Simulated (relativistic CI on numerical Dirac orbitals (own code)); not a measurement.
# Racah parameters of the free ion Ti III from its measured terms

Problem. The configuration 3p⁶3d² of Ti III has the measured levels ³F: 0.0 (J = 2), 184.9 (J = 3), 420.4 (J = 4); ³P: 10538.4 (J = 0), 10603.6 (J = 1), 10721.2 (J = 2); ¹D: 8473.5 (J = 2) cm⁻¹ (Corliss and Sugar, J. Phys. Chem. Ref. Data 8, 1 (1979)). Find B and C, and predict the term ¹G.

Working.
1. Centres of gravity, weighted by 2J + 1: ³F 241.8, ³P 10661.7, ¹D 8473.5 cm⁻¹.
2. ³P − ³F = 15B gives B = 10419.9/15 = 695 cm⁻¹.
3. ¹D − ³F = 5B + 2C gives C = (8231.7 − 3473.3)/2 = 2379 cm⁻¹, and C/B = 3.42.
4. ¹G − ³F = 12B + 2C = 13094 cm⁻¹.

Check. The measured centre of ¹G lies 14156 cm⁻¹ above that of ³F, so the two-parameter theory misses by -1061 cm⁻¹; fits add the Trees term αL(L + 1) for such residues. The calculated radial integrals (Dirac-KLI orbitals, unscaled: F² = 66318, F⁴ = 41238 cm⁻¹) give B = F²/49 − 5F⁴/441 = 886 and C = 35F⁴/441 = 3273 cm⁻¹, so the measured B is 78 % and C 73 % of them. A complex lowers B further; the nephelauxetic ratio is taken against the free-ion value found here.
